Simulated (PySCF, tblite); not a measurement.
Isomers of C4H11FO2Si. Calculated harmonic vibrations of the isolated species, GFN2-xTB (tblite), most abundant isotopes, no scaling. Errors from tens to a few hundred cm⁻¹ against measured bands are possible. Modes of hydrogen on silicon can be 10 to 20 % off. One conformer each.

Electronic energies: PBE0/pcSseg-1 single points on the GFN2-xTB geometries (PySCF, gas phase).

```
                    SMILES  electronic energy, lowest = 0 (kcal/mol)
           CO[Si](C)(CF)OC                                      19.4
           C[Si@H](O)CCOCF                                      30.9
         CC(C)[Si](O)(O)CF                                       0.0
CO[C@@H](F)[C@H](C)O[SiH3]                                      53.5
       COC[C@H](CF)O[SiH3]                                      65.9
          CCCO[Si@@H](O)CF                                      16.5
       CCO[C@H](CF)O[SiH3]                                      57.4
```

**Question.** How do GFN2-xTB zero-point energies change the relative energies?

**Answer.** 
| SMILES | ZPE (kcal/mol) | of it from modes above 1550 cm⁻¹ | electronic (kcal/mol) | with ZPE, lowest = 0 (kcal/mol) | lowest mode (cm⁻¹) | rings |
| --- | --- | --- | --- | --- | --- | --- |
| CC(C)[Si](O)(O)CF | 94.2 | 49.1 | 0.0 | 0.0 | 21 | 0 |
| CCCO[Si@@H](O)CF | 93.5 | 47.0 | 16.5 | 15.8 | 18i | 0 |
| CO[Si](C)(CF)OC | 93.5 | 47.1 | 19.4 | 18.7 | 47 | 0 |
| C[Si@H](O)CCOCF | 92.5 | 46.7 | 30.9 | 29.2 | 27 | 0 |
| CO[C@@H](F)[C@H](C)O[SiH3] | 90.7 | 43.8 | 53.5 | 50.1 | 66 | 0 |
| CCO[C@H](CF)O[SiH3] | 90.7 | 43.7 | 57.4 | 53.9 | 36 | 0 |
| COC[C@H](CF)O[SiH3] | 90.4 | 43.3 | 65.9 | 62.2 | 31 | 0 |

The zero-point energies span 3.8 kcal/mol, from `COC[C@H](CF)O[SiH3]` to `CC(C)[Si](O)(O)CF`. Slightly imaginary modes are left out of the zero-point energy: `CCCO[Si@@H](O)CF` 18.3i cm⁻¹. The order is unchanged.

**Question.** And how do the electronic energies of GFN2-xTB itself compare?

**Answer.** `CC(C)[Si](O)(O)CF` 7.4; `CCCO[Si@@H](O)CF` 0.0; `CO[Si](C)(CF)OC` 17.6; `C[Si@H](O)CCOCF` 35.4; `CO[C@@H](F)[C@H](C)O[SiH3]` 18.4; `CCO[C@H](CF)O[SiH3]` 20.8; `COC[C@H](CF)O[SiH3]` 28.8 kcal/mol, lowest = 0. Against the energies above, taken from the same isomer `CC(C)[Si](O)(O)CF`, the largest difference is 44.5 kcal/mol.

**Question.** What do entropy and thermal enthalpy add at 298.15 K and 1 bar (rigid rotor, harmonic oscillator, one conformer each)?

**Answer.** 
```
                    SMILES  point group  symmetry number  S (cal/(mol K))  H − H(0) (kcal/mol)  ZPE + H − H(0) − TS (kcal/mol)
           CO[Si](C)(CF)OC           C1                1            113.2                 8.56                            68.3
           C[Si@H](O)CCOCF           C1                1            108.8                 7.91                            67.9
CO[C@@H](F)[C@H](C)O[SiH3]           C1                1            100.7                 7.35                            68.1
       CCO[C@H](CF)O[SiH3]           C1                1            105.2                 7.52                            66.8
       COC[C@H](CF)O[SiH3]           C1                1            105.5                 7.57                            66.6
```

Not tabulated: `CC(C)[Si](O)(O)CF` (lowest mode only 21 cm⁻¹); `CCCO[Si@@H](O)CF` (lowest mode only 18i cm⁻¹).
